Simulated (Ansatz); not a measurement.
CH4BrFSn, SMILES `F[CH2][SnH2][Br]`. The species carries charge 0 and has multiplicity 1. Sn: def2 effective core potential.

```xyz
8

F    -1.568    1.348   -0.202
C    -0.265    1.137    0.198
Sn    0.220   -0.970    0.078
Br    0.957   -1.381   -2.260
H    -0.151    1.494    1.226
H     0.403    1.701   -0.457
H     1.545   -1.377    1.071
H    -1.141   -1.954    0.347
```

(1) What are the harmonic wavenumbers in cm⁻¹ at PBE0-D4/def2-TZVP (Ansatz, finite differences of forces, unscaled)? (Best estimate.)

(2) Is this a minimum?

(3) Give the ideal-gas thermochemistry at 298.15 K and 1 bar (rigid rotor, harmonic oscillator; point group C1, symmetry number 1).

(4) And at 400, 500, 600, 800 and 1000 K?

Results:

(1) The calculation gave: 22, 106, 197, 256, 373, 494, 572, 585, 690, 754, 1072, 1251, 1278, 1466, 1948, 1970, 3057, 3126.

(2) Yes, all 18 modes are real.

(3) Zero-point energy 115.0 kJ/mol; H(298) − E = 135.0 kJ/mol; entropy 369.1 J/(mol·K), of which translation 176.9, rotation 120.9, vibration 71.3; G(298) − E = 24.9 kJ/mol. Modes under 100 cm⁻¹ are hindered rotations or soft bends, so the harmonic entropy is rough.

(4) 
```
T (K)  H − E (kJ/mol)  S (J/mol/K)  G − E (kJ/mol)
  400           145.4        399.0           -14.2
  500           156.8        424.6           -55.4
  600           169.3        447.2           -99.1
  800           196.5        486.2          -192.5
 1000           225.9        519.0          -293.1
```
